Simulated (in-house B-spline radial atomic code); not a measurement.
Cd⁴⁵⁺. Computed with a B-spline radial atomic code. Model: all-electron spherical atom, spin shells full or empty, radial basis limit, no spin-orbit coupling: exact exchange with a local potential (Slater, KLI or optimised effective potential, whose far tail is KLI's), no correlation.

Empty minority-spin level lies below the highest occupied level: each spin potential is zero at infinity, spin occupations fixed.

The run also made RPA and GW results, which its time includes.

The Slater potential averages the orbital exchange potentials with the orbital densities as weights, KLI adds orbital constants, and the optimised effective potential minimises the exact-exchange energy among local potentials. So their energies lie above Hartree-Fock in the order OEP, KLI, Slater. All fall off as −1/r, unlike LDA and GGA exchange.

Command:
```bash
python run_gw.py task.json out
```
Settings (lengths in bohr, energies in hartree):
```
Z                      48
electrons              3
configuration          [He] 2s1
hamiltonian            nr
method                 kli
lmax                   9
spin_polarised         True
box_radius             2.26
intervals              62
ion_configuration      1s2
```

Cost of the run: 0.9 s on 1 thread of AMD EPYC 9R45 (Zen 5), on a shared host.

Given: hamiltonian non-relativistic; mean-field start exchange-only KLI.

Computed: energy above Hartree-Fock 0.6474 millihartree; virial ratio -E/T less 1 -0.000241.

| radius (bohr) | r times exchange potential up (hartree bohr) | r times exchange potential down (hartree bohr) |
| --- | --- | --- |
| 0.00104 | -0.045869 | -0.049491 |
| 0.00122 | -0.053771 | -0.058024 |
| 0.00144 | -0.063405 | -0.068431 |
| 0.00169 | -0.074315 | -0.080223 |
| 0.00198 | -0.086918 | -0.093856 |
| 0.00233 | ? | ? |
| 0.00273 | -0.11918 | -0.12881 |
| 0.00321 | -0.13953 | -0.15092 |
| 0.00377 | -0.16295 | -0.17642 |
| 0.00443 | -0.19003 | -0.20601 |
| 0.0052 | -0.22084 | -0.23983 |
| 0.00611 | -0.25609 | -0.27874 |
| 0.00717 | -0.29542 | -0.32253 |
| 0.00843 | -0.33962 | -0.37227 |
| 0.0099 | -0.38756 | -0.42702 |
| 0.0116 | -0.43803 | -0.48584 |
| 0.0137 | -0.4931 | -0.55189 |
| 0.016 | -0.54452 | -0.61613 |
| 0.0188 | -0.59544 | -0.68366 |
| 0.0221 | -0.64069 | -0.74973 |
| 0.026 | -0.67639 | -0.81165 |
| 0.0305 | -0.69764 | -0.86545 |
| 0.0358 | -0.70011 | -0.91032 |
| 0.0421 | -0.67665 | -0.94523 |
| 0.0494 | -0.62239 | -0.96944 |
| 0.058 | -0.55442 | -0.98484 |
| 0.0682 | -0.54449 | -0.99349 |
| 0.0801 | -0.6245 | -0.99761 |
| 0.094 | ? | ? |
| 0.11 | -0.82414 | -0.99982 |
| 0.13 | -0.89884 | -0.99997 |
| 0.152 | -0.94682 | -1 |
| 0.179 | -0.97697 | -1 |
| 0.21 | -0.99168 | -1 |
| 0.247 | -0.99769 | -1 |
| 0.29 | -0.99951 | -1 |
| 0.34 | -0.99993 | -1 |

Question: What belongs in the row 0.00233?

Answer: r times exchange potential up (hartree bohr): -0.10204; r times exchange potential down (hartree bohr): -0.11023.

Question: What belongs in the row 0.094?

Answer: r times exchange potential up (hartree bohr): -0.73184; r times exchange potential down (hartree bohr): -0.99927.

```
occupied  level (hartree)  Hartree-Fock level (hartree)
   1s up            -1107                       -1113.4
 1s down          -1112.4                       -1112.4
   2s up          -269.15                       -269.15
```

```tsv
empty	level (hartree)
2s down	-270.94
2p down	-268.86
2p up	-265.81
3s down	-119.32
3s up	?
3p down	-118.62
3p up	-118
3d down	-117.89
3d up	-117.55
4s down	-66.855
4s up	-66.684
4p down	-66.556
4p up	?
4d down	-66.28
```

Question: What belongs in the row 3s up?

Answer: level (hartree): -118.89.

Question: What belongs in the row 4p up?

Answer: level (hartree): -66.316.

The highest level, 2s up, differs from Hartree-Fock by +0.0097 eV and the deepest, 1s down, by +0.167 eV: a local potential can match the highest level but can't give each shell its own exchange.
